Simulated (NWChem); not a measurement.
C₂H₅BO₃; SMILES CC1OB(O)O1

```xyz
11

C     -0.0091    -2.0453    -0.5131
C      0.0102    -0.8986     0.4514
O     -1.0328     0.0570     0.2331
B      0.0257     0.9282     0.0207
O      0.0589     2.2356    -0.2774
O      1.0628     0.0369     0.2162
H      0.8801    -2.6748    -0.3645
H     -0.9076    -2.6582    -0.3511
H     -0.0122    -1.6673    -1.5454
H      0.0143    -1.2320     1.5044
H     -0.8210     2.6181    -0.3522
```
Atoms are numbered in this order, from 1.

Program: NWChem. All runs use the structure optimised with PBE0/def2-SVP. Level SCAN/def2-SVP: energy and gradient on several grids; changes count from the extra-fine grid, which is no exact limit either.

| grid | size of the energy change (μHa) | largest change of a gradient component (μHa/bohr) | time, medium = 1 (rough) |
|---|---|---|---|
| xcoarse | 30000 | 6000 | about 1 |
| coarse | 10000 | 3000 | about 1 |
| medium | 9000 | 600 | about 1 |
| fine | 4000 | 900 | about 1 |
| xfine | < 10 | < 30 | 3 |
